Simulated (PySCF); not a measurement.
2-chlorosilylethanol (C2H7ClOSi), SMILES OCC[SiH2]Cl. Atoms are numbered in the order given.

```xyz
12

O     -2.3881     0.4520     1.0527
C     -2.2358    -0.2849    -0.1516
C     -0.8875    -0.0050    -0.8166
Si     0.4918     0.0237     0.4750
Cl     2.3172    -0.1488    -0.5349
H     -2.4322     1.3920     0.8300
H     -2.2934    -1.3450     0.1421
H     -3.0757    -0.0989    -0.8489
H     -0.6540    -0.7652    -1.5810
H     -0.8932     0.9682    -1.3401
H      0.3736    -1.1319     1.4012
H      0.5438     1.3020     1.2288
```

Geometry: B3LYP-D3(BJ)/def2-SVP. One conformer was computed; it need not be the lowest.

Level of theory: PBE/def2-TZVP in PySCF.

Atomic charges (e):

```json
[
 {"atom": "O1", "Mulliken": "-0.41", "Löwdin": "-0.01"},
 {"atom": "C2", "Mulliken": "?", "Löwdin": "-0.39"},
 {"atom": "C3", "Mulliken": "-0.34", "Löwdin": "-0.42"},
 {"atom": "Si4", "Mulliken": "0.34", "Löwdin": "-0.02"},
 {"atom": "Cl5", "Mulliken": "?", "Löwdin": "0.18"},
 {"atom": "H6", "Mulliken": "?", "Löwdin": "0.17"},
 {"atom": "H7", "Mulliken": "?", "Löwdin": "0.13"},
 {"atom": "H8", "Mulliken": "?", "Löwdin": "0.12"},
 {"atom": "H9", "Mulliken": "0.12", "Löwdin": "0.15"},
 {"atom": "H10", "Mulliken": "0.13", "Löwdin": "0.14"},
 {"atom": "H11", "Mulliken": "-0.02", "Löwdin": "-0.03"},
 {"atom": "H12", "Mulliken": "-0.03", "Löwdin": "-0.03"}
]
```

Problem. Fill in the missing entries. (The exact figures need the calculation; the answer reports its results.)

Solution. 
- C2, Mulliken: -0.06
- Cl5, Mulliken: -0.25
- H6, Mulliken: 0.30
- H7, Mulliken: 0.11
- H8, Mulliken: 0.11

Problem. Give the Mayer and Wiberg (Löwdin basis) orders of the bonds. (The exact figures need the calculation; the answer reports its results.)

Solution. 
```
bond     Mayer  Wiberg
-------  -----  ------
O1–C2     1.02    1.58
C2–C3     1.00    1.29
C3–Si4    0.98    1.15
Si4–Cl5   1.14    1.78
O1–H6     0.90    1.02
C2–H7     0.95    0.87
C2–H8     0.95    0.88
C3–H9     0.92    0.84
C3–H10    0.93    0.84
Si4–H11   0.93    0.93
Si4–H12   0.92    0.94
```
